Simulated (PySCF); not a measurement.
# Bonding in `CCc1nnn(C)c1C`

C₆H₁₁N₃.
SMILES with atom numbers: `[CH3:1][CH2:2][c:3]1[n:4][n:5][n:6]([CH3:7])[c:8]1[CH3:9]` (hydrogens: H10, H11, H12 on C1; H13, H14 on C2; H15, H16, H17 on C7; H18, H19, H20 on C9)

Structure used (GFN2-xTB), in Å, numbered top down from 1:
```
atom  x, y, z in Å
C1    -2.7264    0.3855    0.5131
C2    -1.9868    0.0480   -0.7824
C3    -0.5514    0.4345   -0.7012
N4    -0.0762    1.5846   -1.2236
N5     1.1784    1.6759   -0.9926
N6     1.5681    0.5995   -0.3161
C7     2.9290    0.4177    0.0862
C8     0.5094   -0.2241   -0.1016
C9     0.6162   -1.5112    0.6244
H10   -2.6613    1.4527    0.7115
H11   -3.7753    0.1097    0.4316
H12   -2.2914   -0.1491    1.3556
H13   -2.0659   -1.0236   -0.9842
H14   -2.4382    0.5934   -1.6116
H15    2.9992    0.3282    1.1720
H16    3.4875    1.2911   -0.2444
H17    3.3494   -0.4795   -0.3732
H18    1.3732   -2.1498    0.1677
H19   -0.3394   -2.0276    0.6004
H20    0.8968   -1.3452    1.6654
```

Bond orders from the PBE0/pcSseg-1 density (PySCF). Geometry: GFN2-xTB, one conformer, isolated molecule.

(1) How far do the computed orders between heavy atoms stray from the drawn ones?

(2) Give the Mayer order of every bond, beside its length.

## Answers

(1) The largest departure is 0.473, at N6–C8 (drawn aromatic, 1.027), counting aromatic bonds as 1.5. The bonds drawn aromatic range from 1.03 to 1.48.

(2) 
```tsv
bond	drawn as	length (Å)	Mayer order
C1–C2	single	1.529	1.044
C2–C3	single	1.489	1.054
C3–N4	aromatic	1.350	1.357
N4–N5	aromatic	1.279	1.478
N5–N6	aromatic	1.330	1.188
N6–C7	single	1.431	0.918
N6–C8	aromatic	1.358	1.027
C8–C9	single	1.482	1.109
C8–C3	aromatic	1.385	1.416
C1–H10	single	1.087	0.966
C1–H11	single	1.088	0.969
C1–H12	single	1.088	0.969
C2–H13	single	1.093	0.946
C2–H14	single	1.090	0.929
C7–H15	single	1.092	0.958
C7–H16	single	1.088	0.953
C7–H17	single	1.092	0.957
C9–H18	single	1.091	0.932
C9–H19	single	1.087	0.945
C9–H20	single	1.091	0.930
```

By pair of heavy elements: C–C: lowest C1–C2 (1.044, 1.529 Å), highest C8–C3 (1.416, 1.385 Å). C–N: lowest N6–C7 (0.918, 1.431 Å), highest C3–N4 (1.357, 1.350 Å). N–N: lowest N5–N6 (1.188, 1.330 Å), highest N4–N5 (1.478, 1.279 Å).

**Question.** Sum the orders of all bonds at each heavy atom with more than one neighbour and set the sums beside the valence in the SMILES.

**Answer.** C1 3.948 (drawn 4), C2 3.973 (drawn 4), C3 3.827 (drawn 4), N4 2.835 (drawn 3), N5 2.666 (drawn 3), N6 3.133 (drawn 3), C7 3.786 (drawn 4), C8 3.552 (drawn 4), C9 3.916 (drawn 4). Orders between atoms that aren't bonded are not in these sums.

For a closed shell the Mayer order of atoms A and B is Σ (PS)μν (PS)νμ over the basis functions μ on A and ν on B, with P the density and S the overlap matrix.

The run behind these numbers computed NMR shieldings as well. Hardware: one thread, Arm Neoverse V1 (aarch64), on a shared host. Cost: 37 s of wall time, 0.93 GiB resident at most.
